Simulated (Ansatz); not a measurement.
Stepwise reaction of `[SiH3][O][Al]([O][SiH3])[O][SiH3]` with hydrogen, as a gas-phase model of exchange steps in deposition or etching. ΔE in kJ/mol.

Computed with Ansatz on PBE0-D4/def2-TZVP structures; ΔE is electronic, products minus reactants. CCSD(T)/CBS adds triple-zeta CCSD(T) − MP2 to the extrapolated MP2 energy (def2 sets, frozen cores). This one scheme is used for every species. DFT in def2-TZVPP. B3LYP here is the variant with VWN-RPA as its local correlation; programs differ in this. One conformer a species, not always the lowest.

| step | reaction | PBE-D4 | B3LYP-D4 | ωB97M-V | CCSD(T)/CBS |
| --- | --- | --- | --- | --- | --- |
| 1 | `[SiH3][O][Al]([O][SiH3])[O][SiH3]` + H₂ → `[SiH3][O][AlH][O][SiH3]` + `O[SiH3]` | 122.2 | 136.4 | 130.4 | 136.2 |
| 2 | `[SiH3][O][AlH][O][SiH3]` + H₂ → `[AlH2][O][SiH3]` + `O[SiH3]` | 140.5 | 151.3 | 146.6 | 150.5 |
| 3 | `[AlH2][O][SiH3]` + H₂ → `[AlH3]` + `O[SiH3]` | 139.8 | 150.2 | 146.2 | 149.5 |

Question: By hand: ΔE of the 3 steps together at CCSD(T)/CBS.

Answer: (136.2) + (150.5) + (149.5) = 436.2 kJ/mol, or 145.4 kJ/mol a step.

In ΔE step 1 is the lowest and step 2 the highest. All are uphill at CCSD(T)/CBS. PBE-D4 differs from CCSD(T)/CBS by -14.0 to -9.7 kJ/mol a step. Isolated molecules leave out the surface, adducts and barriers. Largest T1 diagnostic: 0.012.
